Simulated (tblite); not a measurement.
Species: C6H14P2.
Geometry (GFN2-xTB, Å), atoms numbered from 1 in this order:
```xyz
22
C6H14P2 angstrom
P      3.8461   -1.1388   -0.0165
C      2.2965   -0.4875    0.7799
C      1.6337    0.6411    0.0036
P      0.1528    1.3221    0.9190
C     -1.0764   -0.0067    0.5071
C     -1.3647   -0.3449   -0.9684
C     -2.8663   -0.3061   -0.6545
C     -2.5601    0.3624    0.6926
H      3.3193   -1.1968   -1.3078
H      4.4097    0.1142   -0.2579
H      2.5617   -0.1557    1.7888
H      1.6141   -1.3360    0.8895
H      1.3310    0.2991   -0.9903
H      2.3346    1.4729   -0.1184
H     -0.2330    2.1670   -0.1331
H     -0.8148   -0.8962    1.0878
H     -0.9710   -1.2918   -1.3333
H     -1.0651    0.4517   -1.6498
H     -3.2931   -1.3002   -0.5376
H     -3.4843    0.2657   -1.3435
H     -2.7261    1.4392    0.6746
H     -3.0550   -0.0551    1.5666
```

Computed values, GFN2-xTB/tblite, gas phase, harmonic and unscaled. The method is semi-empirical: single wavenumbers can be off by several per cent or more. Modes of hydrogen on phosphorus can be 10 to 20 % off. One conformer, not necessarily the lowest.

Harmonic wavenumbers (cm⁻¹): 38.2, 54.1, 71.4, 104.2, 168.6, 190.0, 203.2, 234.0, 329.2, 343.2, 557.5, 669.4, 710.4, 722.3, 748.0, 784.1, 816.1, 842.9, 845.4, 853.1, 874.1, 942.3, 983.1, 993.0, 1035.3, 1059.1, 1065.4, 1066.6, 1088.0, 1110.2, 1148.3, 1181.1, 1187.1, 1191.3, 1220.2, 1227.6, 1236.1, 1251.3, 1259.0, 1266.8, 1275.6, 1437.3, 1447.6, 1471.5, 1474.9, 1493.2, 2234.1, 2254.1, 2326.5, 2927.7, 2929.1, 2938.1, 2942.0, 2952.2, 2979.7, 2989.0, 3000.9, 3010.2, 3013.1, 3019.8.

A = 2978, B = 575.4, C = 518.7 MHz; mass 148.057 u (most abundant isotopes); point group C1, symmetry number 1.

Problem. Zero-point energy?

Solution. ½Σν̃ = 39894 cm⁻¹ = 114.06 kcal/mol.

Problem. Give the ideal-gas entropy at 200 K and 1 bar in the rigid-rotor, harmonic-oscillator model (classical rotation).

Solution. Translation 38.93, rotation 29.08, vibration 22.31: S = 90.3 cal/(mol K).

Problem. And Cp and H(200 K) − H(0)?

Solution. Cp = 28.75 cal/(mol K), of which vibrations give 20.80 (their classical limit is 60 R = 119.2); H(200 K) − H(0) = 3.87 kcal/mol without the zero-point energy, 2.28 from vibrations.

Problem. Which modes carry the vibrational entropy at 200 K?

Solution. 38.2 cm⁻¹: 4.56; 54.1 cm⁻¹: 3.88; 71.4 cm⁻¹: 3.33; 104.2 cm⁻¹: 2.61; 168.6 cm⁻¹: 1.72; 190.0 cm⁻¹: 1.51 cal/(mol K); the other 54 give 4.70 together.

Problem. Blend soft modes into free rotors: weight 1/[1 + (100 cm⁻¹/ν̃)⁴] for the oscillator and the rest for a rotor with moment μB/(μ + B), μ = h/(8π²ν), B = 10⁻⁴⁴ kg m². What vibrational entropy results?

Solution. 20.02 cal/(mol K) in place of 22.31, which changes −T·S at 200 K by +0.46 kcal/mol.

Hindered rotation and anharmonicity are outside this model. Other conformers, if any are populated, would add a mixing term that is left out. The structure is chiral; the term R ln 2 for an equal mix with its mirror image is left out.
